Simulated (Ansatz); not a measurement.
`[CH3][In]([OH])[OH]` + silanol → `[OH][In]([OH])[O][SiH3]` + CH₄  (ligand exchange at the In–C bond)

Isolated molecules relaxed with PBE0-D4/def2-TZVP in Ansatz; ΔE leaves out vibrations. CCSD(T)/CBS adds triple-zeta CCSD(T) − MP2 to the extrapolated MP2 energy (def2 sets, frozen cores). This one scheme is used for every species. DFT in def2-TZVPP. B3LYP here is the variant with VWN-RPA as its local correlation; programs differ in this. Elements past krypton have def2 core potentials. For In outer-core shells are correlated without core-valence functions, which leaves a few kJ/mol of doubt a bond. One conformer a species, not always the lowest.

```csv
level,ΔE (kcal/mol)
LDA (SPW92),-7.7
B3LYP-D4,-11.8
revPBE,-9.9
B3LYP,-11.0
CCSD(T)/def2-SVP,-16.1
CCSD/def2-TZVPP,-11.7
SCS-MP2/def2-QZVPP,-12.9
MP2/CBS(def2),-11.8
```

Problem. What does CCSD(T)/CBS give? (Best estimate.)

Solution. Ansatz gave: -12.2 kcal/mol. The listed levels differ from it by 4.5, 0.4, 2.3, 1.2, -3.9, 0.5, -0.7, 0.4 kcal/mol.

Largest T1 diagnostic among the species: 0.016.

The D4 term adds −0.8 kcal/mol with B3LYP and −0.5 kcal/mol with PBE0; it sums over pairs of atoms, weighted by their polarisabilities, and B3LYP, whose exchange is more repulsive, gets the larger term. At CCSD(T), def2-SVP lies −3.8 kcal/mol from the extrapolated value and def2-TZVPP +0.4 kcal/mol. In def2-TZVPP, CCSD(T) changes the Hartree–Fock value by +2.7 kcal/mol (the triples alone add −0.2 kcal/mol) and MP2 by +3.1 kcal/mol.
